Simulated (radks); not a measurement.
Effect of the nuclear size on neutral silicon, [Ne] 3s2 3p2. Calculated with a radial shooting solver on a logarithmic mesh with Libxc functionals: Dirac Kohn-Sham, LDA (Slater exchange, Perdew-Wang correlation), spin-unpolarised, spherical densities, finite nucleus; open shells are shared between the two j in proportion to 2j + 1; Fermi nuclear charge, rms radius 3.1224 fm. The rms radius is varied about that value; shifts are against it.

\begin{tabular}{lrrrr}
rms radius (fm) & total energy shift (eV) & density at nucleus (e/bohr^3) & 1s1/2 shift (meV) & 2s1/2 shift (meV) \\ \hline
2.5291 & -0.00181 & 1897 & -0.754 & -0.048 \\
2.9257 & -0.000640 & 1893 & -0.267 & -0.017 \\
3.1224 & 0 & 1892 & 0.000 & 0.000 \\
3.3659 & 0.000849 & 1890 & 0.354 & 0.023 \\
3.8655 & 0.00279 & 1886 & 1.16 & 0.075 \\
\end{tabular}

Slopes of the eigenvalues against <r^2> in GHz/fm^2, as finite differences over the two radii next to the reference (eigenvalue slopes, not the field-shift constants of lines): 1s1/2 54.3, 2s1/2 3.48.
